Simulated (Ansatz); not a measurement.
`N=C1S[SiH]1O` + H₂ → `N=C1[SiH2]S1` + H₂O at 600 K and 1 bar (hydrogenolysis of the Si–O bond).

Calculated with Ansatz (gas phase, PBE0-D4/def2-TZVP geometries, no zero-point term in ΔE). CCSD(T)/CBS is the MP2 limit (def2-TZVPP, def2-QZVPP) plus CCSD(T) − MP2 in def2-TZVPP, frozen cores. This one scheme is used for every species. One conformer a species, not always the lowest.

| species | CCSD(T)/CBS energy (Eh) | H − E (kJ/mol) | S (J/(mol·K)) |
| --- | --- | --- | --- |
| `N=C1S[SiH]1O` | -856.60938 | 172.6 | 403.8 |
| H₂ | -1.17544 | 43.9 | 150.8 |
| `N=C1[SiH2]S1` | -781.37471 | 145.8 | 362.9 |
| H₂O | -76.37941 | 76.8 | 212.8 |

H − E and S are ideal-gas, rigid-rotor, harmonic terms from PBE0-D4/def2-TZVP, for one conformer and one mirror image of each species. The MP2-based limit puts H₂ 0.8 mEh under its directly extrapolated value; such offsets cancel only in part. 1 Eh = 2625.50 kJ/mol, R = 8.31446 J/(mol·K).

**Question.** By hand: ΔE, ΔH, ΔS and ΔG.

**Answer.** ΔE = (-781.37471) + (-76.37941) − (-856.60938) − (-1.17544) = 0.03070 Eh = 80.6 kJ/mol. Δ(H − E) = 145.8 + 76.8 − 172.6 − 43.9 = 6.1, so ΔH = 86.7 kJ/mol. ΔS = 362.9 + 212.8 − 403.8 − 150.8 = 21.1 J/(mol·K). ΔG = 86.7 − 600 × (21.1)/1000 = 74.0 kJ/mol.

**Question.** By hand: the equilibrium constant, and the temperature at which ΔG would vanish if ΔH and ΔS stayed fixed.

**Answer.** log₁₀ K = −ΔG/(RT ln 10) = -6.4. ΔG = 0 at ΔH/ΔS = 4109 K, far beyond where these terms or the molecules hold.

ΔH outweighs TΔS. A doubt of 5 kJ/mol in ΔE shifts log₁₀ K by 0.4 here. Other conformers and mirror images would add mixing entropy, several J/(mol·K) or more a flexible species. These are equilibria of isolated gas molecules and say nothing of rates. Largest T1 diagnostic: 0.017 (customary marks: 0.02 for closed shells, 0.045 for open ones).
